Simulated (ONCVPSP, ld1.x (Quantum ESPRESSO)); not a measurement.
Potentials for aluminium compared

Generated with ld1.x 7.5 (TM, RRKJ, ultrasoft, PAW), atompaw 4.2 or ONCVPSP 4.0.1. The cutoff is in Ry: for ld1.x and atompaw files where the sum of valence levels is converged to 10 mRy in a Bessel basis, for ONCV files where the hardest occupied wave has 1 mHa per electron of residual kinetic energy. The error is the largest all-electron minus pseudo excitation energy over each file’s own four to seven test configurations (ionisations up to +4, promotions, holes and added fractions of an electron), all of which were solved. The labels leave out finer settings (local radius, basis sizes, second energies), which also bear on the numbers. Spin-polarised tests are not counted. The rows are a selection from randomly drawn settings: files with unsolved tests, undetermined cutoffs or missed reference levels are left out.

| potential | cutoff (Ry) | largest error (meV) | bound ghosts |
| --- | --- | --- | --- |
| ONCV, BLYP, scalar-relativistic, rc 2.05/1.70 (sp), local smoothed, core correction yes, reference 3s1, qcut 3.1/5.7, projectors 2/2 | 19 | +56 | none |
| ONCV, PW91, scalar-relativistic, rc 2.25/2.90 (sp), local smoothed, core correction yes, reference 3s2 3p1, qcut 3.6/2.7, projectors 2/2 | 10 | +11 | none |
| PAW, PBE, non-relativistic, rc 2.10/2.35/2.20 (spd), local d, core correction yes, reference 3s2 3p1 | 6 | -18 | none |
| ONCV, PBE, scalar-relativistic, rc 2.00/1.80/1.75 (spd), local smoothed, core correction yes, reference 3s1.5, qcut 2.5/4.5/6.4, projectors 1/1/3 | 33 | +151 | none |
| ONCV, PBE, scalar-relativistic, rc 1.20/1.00/1.20 (spd), local smoothed, core correction no, reference 2s2 2p6 3s2, qcut 8.5/16.3/6.9, projectors 2/2/2 | 180 | -4.5 | none |

Q: Fill in the row for Al: ONCV, LDA (Perdew-Wang 92), scalar-relativistic, rc 1.55/2.45 (sp), local s, core correction yes, reference 3s1 3p2, qcut 4.9/3, projectors 0/3.

A: cutoff 21 Ry, largest error +28 meV, bound ghosts: none.
